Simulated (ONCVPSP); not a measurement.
# Reading a pseudo-wave (iron (Fe))

Columns: radius, all-electron u(r) and pseudo u(r) of the 3s shell (level -93.77 eV) of iron in the configuration [Ne] 3s2 3p6 3d6 4s2; PBEsol, scalar-relativistic, ONCV scheme, ONCVPSP 4.0.1.

| r (bohr) | all-electron | pseudo |
| --- | --- | --- |
| 0.070 | 0.0689 | 0.1228 |
| 0.140 | -0.5542 | 0.2506 |
| 0.210 | -0.6234 | 0.3867 |
| 0.280 | -0.3027 | 0.5316 |
| 0.350 | 0.1453 | 0.6812 |
| 0.420 | 0.5638 | 0.8271 |
| 0.490 | 0.8852 | 0.9583 |
| 0.560 | 1.0963 | 1.0643 |
| 0.630 | 1.2074 | 1.1369 |
| 0.700 | 1.2400 | 1.1719 |
| 0.770 | 1.2159 | 1.1686 |
| 0.840 | 1.1539 | 1.1292 |
| 0.910 | 1.0694 | 1.0604 |
| 0.980 | 0.9734 | 0.9715 |
| 1.050 | 0.8737 | 0.8735 |
| 1.120 | 0.7757 | 0.7756 |
| 1.190 | 0.6827 | 0.6826 |
| 1.260 | 0.5965 | 0.5964 |
| 1.330 | 0.5181 | 0.5180 |
| 1.400 | 0.4479 | 0.4478 |
| 1.470 | 0.3855 | 0.3855 |
| 1.540 | 0.3307 | 0.3307 |
| 1.610 | 0.2829 | 0.2828 |
| 1.680 | 0.2413 | 0.2413 |
| 1.750 | 0.2054 | 0.2054 |
| 1.820 | 0.1746 | 0.1745 |

Problem. How many radial nodes do the two functions have?

Solution. The all-electron 3s function has n − l − 1 = 2; the pseudo-wave has 0, since the states of the same l below it are removed with the core.

Problem. At about which radius was the pseudo-wave matched?

Solution. 1.10 bohr, where the columns begin to agree (steps of 0.07 bohr).

Problem. Is the pseudo-wave norm-conserving?

Solution. Yes: the ONCV scheme keeps the norm inside the radius equal to the all-electron one, which fixes the energy derivative of the logarithmic derivative at the level.
